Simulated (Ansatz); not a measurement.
`[OH][Ge]([SiH3])([Cl])[Cl]` → `[OH][GeH]([Cl])[Cl]` + `[SiH2]`  (silylene loss)

Calculated with Ansatz (gas phase, PBE0-D4/def2-TZVP geometries, no zero-point term in ΔE). CCSD(T)/CBS adds triple-zeta CCSD(T) − MP2 to the extrapolated MP2 energy (def2 sets, frozen cores). This one scheme is used for every species. Functionals use def2-TZVPP. B3LYP here is the variant with VWN-RPA as its local correlation; programs differ in this. For Ge outer-core shells are correlated without core-valence functions, which leaves a few kJ/mol of doubt a bond. Scalar relativity is left out up to krypton. Each species was taken in one conformer, which may not be the lowest.

Q: Is it downhill or uphill in electronic energy at CCSD(T)/CBS, and by how much? (An estimate is asked.)

A: The calculation gave: Uphill: ΔE = +2.71 eV.

Q: What do these levels give: revPBE-D4, BLYP-D4, r2SCAN-D4, PBE-QIDH, revPBE, r2SCAN, B3LYP, LC-ωPBE, RPA@PBE/def2-TZVPP, CCSD(T)/def2-SVP, HF/def2-QZVPP, SCS-MP2/def2-QZVPP? (An estimate is asked.)

A: Computed: revPBE-D4 2.77, BLYP-D4 2.65, r2SCAN-D4 2.94, PBE-QIDH 2.86, revPBE 2.59, r2SCAN 2.91, B3LYP 2.56, LC-ωPBE 2.85, RPA@PBE/def2-TZVPP 2.43, CCSD(T)/def2-SVP 2.47, HF/def2-QZVPP 2.42, SCS-MP2/def2-QZVPP 2.72 eV.

Q: What do rigid-rotor, harmonic-oscillator terms from PBE0-D4/def2-TZVP frequencies (298.15 K, 1 bar) make of the CCSD(T)/CBS value? (Best estimate.)

A: Computed: ΔZPE = -0.14 eV, ΔH = +2.59 eV, ΔS = 142 J/(mol·K), ΔG = +2.15 eV.

Largest T1 diagnostic among the species: 0.014.

In def2-TZVPP, CCSD(T) changes the Hartree–Fock value by +0.20 eV (the triples alone add +0.06 eV) and MP2 by +0.39 eV. From PBE to PBE0 (25 % exact exchange), in def2-TZVPP and without D4, ΔE moves by +0.05 eV.
